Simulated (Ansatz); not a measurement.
Consider the ligand exchange at a Ge–N bond: `C[NH][GeH3]` + H–F → `[F][GeH3]` + CH₃NH₂.

Program: Ansatz. Geometries: PBE0-D4/def2-TZVP. ΔE: electronic, gas phase. CCSD(T)/CBS is the MP2 limit (def2-TZVPP, def2-QZVPP) plus CCSD(T) − MP2 in def2-TZVPP, frozen cores. This one scheme is used for every species. Functionals use def2-TZVPP. For Ge outer-core shells are correlated without core-valence functions, which leaves a few kJ/mol of doubt a bond. Scalar relativity is left out up to krypton.

```json
{"species": "`C[NH][GeH3]`", "PBE energy (Eh)": "-2173.64769"}
{"species": "H–F", "PBE energy (Eh)": "-100.39340"}
{"species": "`[F][GeH3]`", "PBE energy (Eh)": "-2178.29726"}
{"species": "CH₃NH₂", "PBE energy (Eh)": "-95.76706"}
```

Task: Work out ΔE.

Result: ΔE = (-2178.29726) + (-95.76706) − (-2173.64769) − (-100.39340) = -0.02323 Eh = -0.63 eV. CCSD(T)/CBS gives -0.51 eV.

Largest T1 diagnostic among the species: 0.012.

In def2-TZVPP, CCSD(T) changes the Hartree–Fock value by +0.26 eV (the triples alone add +0.03 eV) and MP2 by +0.30 eV. Leaving LDA and LC-ωPBE aside and taking each functional with its dispersion term where it has one, the values, not all of them listed here, spread over 0.16 eV, from B97M-V to revPBE-D4. LDA lies +0.14 eV from PBE without D4. The D4 term adds +0.09 eV with B3LYP and +0.05 eV with PBE0; it sums over pairs of atoms, weighted by their polarisabilities, and B3LYP, whose exchange is more repulsive, gets the larger term.

B3LYP here is the variant with VWN-RPA as its local correlation; programs differ in this.
